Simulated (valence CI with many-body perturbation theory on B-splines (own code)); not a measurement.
# Pt LXIV: key properties

Computed by relativistic CI+MBPT: five valence electrons over a frozen Dirac-Fock core [Ne], radial functions for each j: 9 s, 9 p, 8 d, 6 f, 3 g, 1 h, with the one-electron correlation potential Σ1, the two-electron term Σ2, the three-electron term Σ3, Breit, model QED; selected CI, second order for the rest, scaled by the run's own slope (own B-spline code, finite nucleus).

The last digits are not significant, and no measured levels were compared; by estimate large intervals hold to a few tenths of a per cent, small ones and those within an open d or f shell to about a per cent. Among the levels kept, up to 1200 cm⁻¹ of a level comes from second order outside the variational space, and about a tenth of that is noise between levels of different J, which matters for small intervals.

Levels are named by their leading jj configuration (3d3/2^4 stands for four electrons in 3d with j = 3/2), which in mixed levels can hold well under half, so a name can repeat and another be missing.

Rates and lifetimes use the calculated energies. Strong lines usually hold to 10 to 20 %, long lifetimes can be off by a factor of two.

(1) What is the ground level?

(2) What is the ionisation energy?

(3) Where does the other parity begin?

(4) Name the longest-lived excited levels whose lifetime is computed, and their main decay.

(5) Among levels below 954.10 eV, which E1 lines absorb most strongly from the ground level?

(6) How well does LS coupling describe the low levels?

(7) What are the static dipole polarisabilities of the lowest levels?

Results:

(1) (3s^2 3p1/2^2 3p3/2) J=3/2, composition 48 % 3s²3p³ ²P° + 27 % 3s²3p³ ²D° + 24 % 3s²3p³ ⁴S°, g = 1.336.

(2) 6920.2 eV; NIST lists 6918 ± 19 eV (theoretical).

(3) At (3s^2 3p1/2^2 3d3/2) J=3/2, 245.81 eV.

(4) (3s^2 3p1/2 3p3/2 3d5/2) J=9/2 at 803.60 eV lives 60.8 ns, mostly by E2 to (3s^2 3p1/2^2 3d5/2) J=5/2; (3s^2 3p1/2 3p3/2^2) J=5/2 at 455.42 eV lives 2.69 ns, mostly by E1 to (3s^2 3p1/2^2 3d3/2) J=3/2; (3s^2 3p1/2 3p3/2^2) J=1/2 at 471.92 eV lives 2.06 ns, mostly by M1 to (3s^2 3p1/2^2 3p3/2) J=3/2.

(5) to (3s^2 3p1/2 3p3/2 3d3/2) J=3/2 at 1.667 nm, f = 0.386; to (3s^2 3p1/2 3p3/2 3d3/2) J=5/2 at 1.696 nm, f = 0.305; to (3s^2 3p1/2 3p3/2 3d3/2) J=1/2 at 1.670 nm, f = 0.134.

(6) Among the lowest 20 levels the leading LS term, summed over configurations, holds 54 % on average. For single configurations the figures are 52 % in LS and 94 % in jj coupling. Terms mix most in the J = 3/2 level at 689.94 eV, where the leading one holds 32 %.

(7) (3s^2 3p1/2^2 3p3/2) J=3/2 0.00209 (tensor 0.00015) bohr³, of which the core gives 3.49e-05.
